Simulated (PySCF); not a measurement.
## Löwdin shares of the frontier orbitals

Species: C4H6BCl3O2.
Cartesian coordinates in Å at the PBE0-D3(BJ)/def2-SVP level; atoms count from 1:
```xyz
16
C4H6BCl3O2 angstrom
Cl    -2.7653    1.5343   -0.5065
C     -2.3352   -0.0942    0.0794
Cl    -2.8192   -1.2750   -1.1646
Cl    -3.2656   -0.4246    1.5668
C     -0.8341   -0.1804    0.3329
C     -0.3799   -1.5742    0.7648
O      1.0046   -1.6023    1.0101
B      1.6624   -0.4871    1.4200
O      1.0364    0.7054    1.5890
C     -0.3429    0.8453    1.3548
H     -0.3644    0.0511   -0.6393
H     -0.6029   -2.3102   -0.0198
H     -0.9260   -1.8777    1.6742
H      2.8450   -0.5557    1.6317
H     -0.8954    0.7226    2.3016
H     -0.5261    1.8659    0.9907
```

Method: PySCF 2.14.0, density-fitted response routines, TDDFT CAM-B3LYP/def2-SVPD, vertical, gas phase, core orbitals frozen in the response.

Kohn–Sham orbitals with the atoms that hold most of them (Löwdin shares over 4%, at most four atoms; ? is withheld):

```tsv
orbital	ε (eV)	atoms
HOMO-3	-10.82	Cl4 45%, Cl3 16%, Cl1 15%
HOMO-2	-10.62	Cl4 23%, Cl1 21%, Cl3 21%, O9 10%
HOMO-1	-10.48	?
HOMO	-10.11	?
LUMO	?	Cl4 25%, Cl1 24%, Cl3 24%, C2 22%
LUMO+1	0.66	Cl4 30%, C2 23%, Cl1 16%, Cl3 10%
LUMO+2	0.70	Cl3 34%, C2 28%, Cl1 27%, Cl4 5%
```

(1) Give the leading atoms of the HOMO.

(2) Which atoms hold the HOMO-1, and with what shares?

(3) What is the LUMO energy, and the HOMO–LUMO gap?

Results:

(1) O9 (bonded to B and C) 24%; O7 (bonded to B and C) 24%; Cl1 (bonded to C) 8%; Cl3 (bonded to C) 8%. By element: oxygen 48%, chlorine 16% or more.

(2) O7 (bonded to B and C) 23%; O9 (bonded to B and C) 22%; C5 (bonded to 3 C and H) 11%; Cl1 (bonded to C) 9%. By element: oxygen 45%, carbon 11% or more, chlorine 9% or more.

(3) ε(LUMO) = -0.09 eV; the gap is 10.02 eV (0.3682 hartree).

Q: The HOMO–LUMO gap is 10.02 eV. Where does the response calculation put the lowest singlet, and from which orbitals?

A: S1 is at 6.49 eV (f = 0.0001), 3.53 eV below the gap, made of HOMO-2→LUMO (44%), HOMO→LUMO (29%), HOMO-1→LUMO (13%). Its leading pair isn't HOMO and LUMO; the energies of that pair differ by 10.52 eV. Without the coupling terms of the response equations the lowest excitation would equal the gap.

Next come S2 at 6.88 eV (f 0.012), HOMO-5→LUMO (62%); S3 at 6.90 eV (f 0.014), HOMO-3→LUMO (66%); S4 at 7.11 eV (f 0.0033), HOMO-4→LUMO (47%), HOMO-7→LUMO (13%), HOMO-5→LUMO+2 (11%); S5 at 7.26 eV (f 0.0048), HOMO-2→LUMO+2 (23%), HOMO→LUMO+2 (19%), HOMO-8→LUMO (14%).

Löwdin shares depend on the basis, the more so with diffuse functions.

One conformer stands for the species.
